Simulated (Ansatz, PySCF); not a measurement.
B(F)(NCO)(OMe) (C2H3BFNO2), SMILES COB(F)N=C=O. Atoms are numbered in the order given.

```xyz
10

B     -0.4790    -0.5976     0.2099
F     -0.9332    -1.0040     1.3926
N      0.3914     0.5427     0.1392
C      0.9910     1.4281     0.7008
O      1.6017     2.3119     1.1620
O     -0.8626    -1.2843    -0.8770
C     -0.4596    -0.9680    -2.1959
H      0.0656    -1.8341    -2.6267
H     -1.3543    -0.7651    -2.8040
H      0.2047    -0.0899    -2.2216
```

Geometry: r2SCAN-D4/def2-SVP. This is a generated structure with no PubChem entry under its InChIKey; it may be hypothetical. Other conformers were not sampled.

Two levels are set side by side: PBE-D3(BJ)/def2-SVP (Ansatz, an electronic-structure program) and r2SCAN-D4/def2-SVP (Ansatz). Each level has its own optimised geometry; the coordinates shown are those of the second. Frequencies come from the Hessian of PySCF at each geometry. Differences are taken from unrounded values.

```tsv
quantity	r2SCAN-D4
mean bond length (Å)	1.245
bond B1–F2 (Å)	1.331
bond B1–N3 (Å)	1.436
bond B1–O6 (Å)	1.342
bond N3–C4 (Å)	1.208
bond C4–O5 (Å)	1.169
bond O6–C7 (Å)	1.415
bond C7–H8 (Å)	1.101
bond C7–H9 (Å)	1.101
bond C7–H10 (Å)	1.101
highest harmonic wavenumber (cm⁻¹)	3139
mean harmonic wavenumber (cm⁻¹)	1169
zero-point energy (kcal/mol)	40.10
```

Task: What does PBE-D3(BJ) give, and how far is it from r2SCAN-D4? (The exact figures need the calculation; the answer reports its results.)

Result: 
```tsv
quantity	PBE-D3(BJ)	PBE-D3(BJ) minus r2SCAN-D4
mean bond length (Å)	1.252	0.007
bond B1–F2 (Å)	1.339	0.008
bond B1–N3 (Å)	1.439	0.003
bond B1–O6 (Å)	1.351	0.010
bond N3–C4 (Å)	1.214	0.006
bond C4–O5 (Å)	1.179	0.010
bond O6–C7 (Å)	1.419	0.004
bond C7–H8 (Å)	1.109	0.009
bond C7–H9 (Å)	1.109	0.009
bond C7–H10 (Å)	1.110	0.009
highest harmonic wavenumber (cm⁻¹)	3057	-82
mean harmonic wavenumber (cm⁻¹)	1138	-31
zero-point energy (kcal/mol)	39.04	-1.06
```
